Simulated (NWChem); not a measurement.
System: isopropylamine (C₃H₉N); SMILES CC(C)N

Input file for NWChem:

```
start job
memory heap 200 mb stack 900 mb global 1100 mb
geometry units angstroms noautosym nocenter noautoz
  C      0.690515     0.115506     1.257646
  C     -0.024381    -0.355690     0.000000
  C      0.690515     0.115506    -1.257646
  N     -1.380450     0.174347     0.000000
  H      1.725598    -0.256630     1.292639
  H      0.709171     1.215960     1.292799
  H      0.177346    -0.241639     2.165287
  H     -0.000331    -1.469116     0.000000
  H      0.177346    -0.241639    -2.165287
  H      0.709171     1.215960    -1.292799
  H      1.725598    -0.256630    -1.292639
  H     -1.890852    -0.164149    -0.813973
  H     -1.890852    -0.164149     0.813973
end
basis spherical
  * library def2-svp
end
dft
  xc m05-2x
  iterations 150
end
cosmo
  do_cosmo_smd true
  solvent propanol
end
task dft energy
```

Excerpt of the output:

```
             Northwest Computational Chemistry Package (NWChem) 7.3.0
             --------------------------------------------------------

                             Geometry "geometry" -> ""
                             -------------------------

 Output coordinates in angstroms (scale by  1.889725989 to convert to a.u.)

  No.       Tag          Charge          X              Y              Z
 ---- ---------------- ---------- -------------- -------------- --------------
    1 C                    6.0000     0.69051500     0.11550600     1.25764600
    2 C                    6.0000    -0.02438100    -0.35569000     0.00000000
    3 C                    6.0000     0.69051500     0.11550600    -1.25764600
    4 N                    7.0000    -1.38045000     0.17434700     0.00000000
    5 H                    1.0000     1.72559800    -0.25663000     1.29263900
    6 H                    1.0000     0.70917100     1.21596000     1.29279900
    7 H                    1.0000     0.17734600    -0.24163900     2.16528700
    8 H                    1.0000    -0.00033100    -1.46911600     0.00000000
    9 H                    1.0000     0.17734600    -0.24163900    -2.16528700
   10 H                    1.0000     0.70917100     1.21596000    -1.29279900
   11 H                    1.0000     1.72559800    -0.25663000    -1.29263900
   12 H                    1.0000    -1.89085200    -0.16414900    -0.81397300
   13 H                    1.0000    -1.89085200    -0.16414900     0.81397300

 Effective nuclear repulsion energy (a.u.)     135.7122253623

                                 NWChem DFT Module
                                 -----------------

 Summary of "ao basis" -> "ao basis" (spherical)
 ------------------------------------------------------------------------------
       Tag                 Description            Shells   Functions and Types
 ---------------- ------------------------------  ------  ---------------------
 C                          def2-svp                 6       14   3s2p1d
 N                          def2-svp                 6       14   3s2p1d
 H                          def2-svp                 3        5   2s1p

 in cosmo_initialize ...
 calling solv_data for solv:propanol

[...]

                                COSMO-SMD solvation results
                                ---------------------------

             internal energy in gas <Psi(g)|H|Psi(g)> =      -174.314206889788
         internal energy in solvent <Psi(s)|H|Psi(s)> =      -174.313374768008
                               delta internal energy  =         0.000832121780 (    0.52 kcal/mol)
   total free energy in solvent <Psi(s)|H+V/2|Psi(s)> =      -174.321117435884
 polarization energy contribution <Psi(s)|V/2|Psi(s)> =        -0.007742667876 (   -4.86 kcal/mol)
    total free energy in solvent including G(SMD-CDS) =      -174.321608828741
                       G(SMD-CDS) energy contribution =        -0.000491392858 (   -0.31 kcal/mol)
     1 M fixed-concentration free energy of solvation =        -0.007401938953 (   -4.64 kcal/mol)

                       DFT Final Molecular Orbital Analysis
                       ------------------------------------

 Vector   15  Occ=2.000000D+00  E=-4.074415D-01
              MO Center=  1.6D-01,  8.7D-02, -2.8D-09, r^2= 3.0D+00
   Bfn.  Coefficient  Atom+Function         Bfn.  Coefficient  Atom+Function
  ----- ------------  ---------------      ----- ------------  ---------------
    19     -0.222799   2 C  py                5      0.216565   1 C  py
    33      0.216565   3 C  py               47      0.204973   4 N  py
    18     -0.201232   2 C  px               62      0.199930   6 H  s
    82      0.199930  10 H  s                72      0.198373   8 H  s
    50     -0.150225   4 N  py                4      0.132919   1 C  px

 Vector   16  Occ=2.000000D+00  E=-3.956586D-01
              MO Center=  2.5D-01, -8.1D-02, -5.9D-09, r^2= 3.0D+00
   Bfn.  Coefficient  Atom+Function         Bfn.  Coefficient  Atom+Function
  ----- ------------  ---------------      ----- ------------  ---------------
    20     -0.354156   2 C  pz                6      0.322128   1 C  pz
    34      0.322128   3 C  pz               67      0.214037   7 H  s
    77     -0.214037   9 H  s                 9      0.162608   1 C  pz
    37      0.162608   3 C  pz               23     -0.130007   2 C  pz
    68      0.120587   7 H  s                78     -0.120587   9 H  s

 Vector   17  Occ=2.000000D+00  E=-3.031218D-01
              MO Center= -1.0D+00,  1.2D-01, -6.3D-10, r^2= 1.7D+00
   Bfn.  Coefficient  Atom+Function         Bfn.  Coefficient  Atom+Function
  ----- ------------  ---------------      ----- ------------  ---------------
    47      0.503067   4 N  py               50     -0.420563   4 N  py
    45     -0.302514   4 N  s                72     -0.232447   8 H  s
    19      0.191515   2 C  py               73     -0.160994   8 H  s
    44     -0.133777   4 N  s                 3      0.096856   1 C  s
    31      0.096856   3 C  s                63     -0.096960   6 H  s

 Vector   18  Occ=0.000000D+00  E= 1.035270D-01
              MO Center= -1.0D-01, -4.3D-01,  4.6D-08, r^2= 7.2D+00
   Bfn.  Coefficient  Atom+Function         Bfn.  Coefficient  Atom+Function
  ----- ------------  ---------------      ----- ------------  ---------------
     3      1.041867   1 C  s                31      1.041867   3 C  s
    17      0.848096   2 C  s                73     -0.759615   8 H  s
    45      0.638140   4 N  s                68     -0.626120   7 H  s
    78     -0.626120   9 H  s                58     -0.621449   5 H  s
    88     -0.621449  11 H  s                93     -0.514339  12 H  s

[...]
```

Level: M05-2X/def2-SVP, SMD on the gas-phase geometry. Structure relaxed at the PBE0/def2-SVP level. Solvent: 1-propanol.
